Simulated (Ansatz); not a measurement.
One change: `CSS[SiH2][SiH3]` becomes `CCSSC`.

Ansatz, PBE0-D4/def2-TZVP geometries, multiplicity 1. Each molecule was computed in one conformer, which needn't be the lowest.

```tsv
property	`CSS[SiH2][SiH3]`
HOMO energy (PBE/def2-TZVPP) / eV	-5.62
HOMO–LUMO gap (ωB97M-V/def2-TZVPP) / eV	10.12
LUMO energy (PBE/def2-TZVPP) / eV	-1.83
size of the dipole moment (PBE/def2-TZVPP) / D	1.63
HOMO–LUMO gap (PBE/def2-TZVPP) / eV	3.80
size of the dipole moment (B3LYP/def2-TZVPP) / D	1.64
```

(1) Give the same properties after the change, and the shifts. (Estimate.)

Answers

(1) Computed: 
```json
{"property": "HOMO energy (PBE/def2-TZVPP) / eV", "`CCSSC`": "-5.49", "shift": "0.13"}
{"property": "HOMO–LUMO gap (ωB97M-V/def2-TZVPP) / eV", "`CCSSC`": "10.84", "shift": "0.72"}
{"property": "LUMO energy (PBE/def2-TZVPP) / eV", "`CCSSC`": "-1.06", "shift": "0.77"}
{"property": "size of the dipole moment (PBE/def2-TZVPP) / D", "`CCSSC`": "1.98", "shift": "0.35"}
{"property": "HOMO–LUMO gap (PBE/def2-TZVPP) / eV", "`CCSSC`": "4.43", "shift": "0.63"}
{"property": "size of the dipole moment (B3LYP/def2-TZVPP) / D", "`CCSSC`": "2.00", "shift": "0.36"}
```

With PBE0 the HOMO rises by 0.12 eV and the LUMO rises by 0.80 eV, so the gap widens by about 0.68 eV. PBE moves the HOMO by 0.13 eV and ωB97M-V by 0.09 eV. Dipoles are sizes alone; their direction can turn.

B3LYP here is the variant with VWN-RPA as its local correlation; programs differ in this.
